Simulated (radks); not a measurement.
Values are calculated unless marked as measured or tabulated.
Initial-state core-level shifts of neutral thulium when its valence configuration changes from [Xe] 4f13 6s2. Code: a radial shooting solver on a logarithmic mesh with Libxc functionals. Model: Dirac Kohn-Sham, PBE, spin-unpolarised, spherical densities, point nucleus; open shells are shared between the two j in proportion to 2j + 1. Shifts are changes of the shell-averaged eigenvalues in eV (positive: less bound).

| valence | 2p | 4s | 4d | 5s |
|---|---|---|---|---|
| 4f12 6s2 6p1 | -10.286 | -10.812 | -10.494 | -7.481 |
| 4f11 6s2 6p2 | -22.339 | -23.370 | -22.577 | -15.366 |
| 4f11 6s1 6p3 | -23.643 | -24.670 | -23.877 | -16.651 |
| 4f10 5d1 6s1 6p3 | -32.795 | -34.324 | -32.903 | -20.783 |
| 4f10 6s2 6p3 | -35.758 | -37.177 | -35.771 | -23.428 |
| 4f13 5d2 | +0.334 | +0.337 | +0.367 | +0.534 |
